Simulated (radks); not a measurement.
Initial-state core-level shifts of neutral vanadium when its valence configuration changes from [Ar] 3d3 4s2. Method: Dirac Kohn-Sham, PBE, spin-unpolarised, spherical densities, point nucleus; open shells fill j = l - 1/2 first; computed with a radial shooting solver on a logarithmic mesh with Libxc functionals. Shifts are changes of the shell-averaged eigenvalues in eV (positive: less bound).

valence               1s       2s       3s       3p
3d4 4s1           +3.562   +4.150   +3.671   +3.519
3d5               +5.230   +6.182   +5.547   +5.310
3d2 4s2 4p1       -6.811   -7.667   -6.615   -6.378
3d3 4s1 4p1       -1.416   -1.345   -1.400   -1.401
3d3 4p2           -2.695   -2.559   -2.666   -2.666
3d1 4s2 4p2      -14.899  -16.945  -14.035  -13.499
3d1.5 4s2 4p1.5  -10.715  -12.129  -10.251   -9.869
3d4 4p1           +2.307   +3.016   +2.430   +2.262
3d3 4s1.5 4p0.5   -0.730   -0.694   -0.722   -0.723
